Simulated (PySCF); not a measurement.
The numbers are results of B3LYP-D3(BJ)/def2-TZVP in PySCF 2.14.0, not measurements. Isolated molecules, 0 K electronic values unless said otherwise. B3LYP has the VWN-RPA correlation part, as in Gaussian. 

Reference species (SMILES): `F[CH]F` (neutral, multiplicity 2).

| Item | Result |
|---|---|
| dipole moment | 1.37 D |
| highest occupied spin orbital | -6.66 eV |

Changed species: `F[C](F)F` (radical fragment; the reference has radical fragment).

Q: Give the shifts of the dipole moment and highest occupied spin orbital.

A: the dipole moment falls by 1.11 D, to 0.26 D; the highest occupied spin orbital falls by 1.05 eV, to -7.71 eV.
